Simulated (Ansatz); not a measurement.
C4H8O (SMILES C1CCOC1), singlet, at a GFN2-xTB geometry. Base run: R2SCAN/6-31G (Ansatz, an electronic-structure program).

Input for Ansatz:
Ansatz 0.2 input:
```yaml
crystal:
  periodic: [false, false, false]
  atoms:
    - {symbol: C, position_ang: [-0.14951409, 1.22743807, -0.21133895]}
    - {symbol: C, position_ang: [1.03239784, 0.53846414, 0.46684740]}
    - {symbol: C, position_ang: [0.84322136, -0.90563503, 0.00313845]}
    - {symbol: O, position_ang: [-0.55256836, -1.10617076, -0.15121029]}
    - {symbol: C, position_ang: [-1.22416573, 0.14359317, -0.11991759]}
    - {symbol: H, position_ang: [-0.45054046, 2.14977571, 0.27968171]}
    - {symbol: H, position_ang: [0.08631535, 1.43951081, -1.25488009]}
    - {symbol: H, position_ang: [1.99653334, 0.94504278, 0.17083741]}
    - {symbol: H, position_ang: [0.93514390, 0.60330060, 1.55126604]}
    - {symbol: H, position_ang: [1.22175649, -1.64089471, 0.71825128]}
    - {symbol: H, position_ang: [1.33785285, -1.07121204, -0.96464259]}
    - {symbol: H, position_ang: [-1.78029510, 0.22418567, 0.82463701]}
    - {symbol: H, position_ang: [-1.93785576, 0.17649535, -0.94784448]}
basis:
  gaussian:
    orbitals: 6-31G
hamiltonian:
  xc: r2scan
```

Variants of this job, named by their change:

```json
[
 {"change": "base", "ΔE vs base (kcal/mol)": "0.000"},
 {"change": "final_grid = 10, 20, 41", "ΔE vs base (kcal/mol)": "-0.010"},
 {"change": "accuracy = high", "ΔE vs base (kcal/mol)": "0.006"},
 {"change": "forces = on", "ΔE vs base (kcal/mol)": "0.000"},
 {"change": "final_grid = 14, 28, 59", "ΔE vs base (kcal/mol)": "0.000"},
 {"change": "lower_state_search = light", "ΔE vs base (kcal/mol)": "0.000"},
 {"change": "point_charge = charge:1.0 position_ang:-0.5111, -4.9013, -1.0961", "ΔE vs base (kcal/mol)": "-9.91"},
 {"change": "lower_state_search = full", "ΔE vs base (kcal/mol)": "0.000"},
 {"change": "lower_state_search = off", "ΔE vs base (kcal/mol)": "0.000"},
 {"change": "fitting.mean_field = def2-universal-JKFIT", "ΔE vs base (kcal/mol)": "?"},
 {"change": "point_charge = charge:-1.0 position_ang:-3.2673, -0.2286, 4.0533", "ΔE vs base (kcal/mol)": "-1.17"}
]
```

Question: What belongs in the gaps?

Answer: 
- fitting.mean_field = def2-universal-JKFIT, ΔE vs base (kcal/mol): -0.071
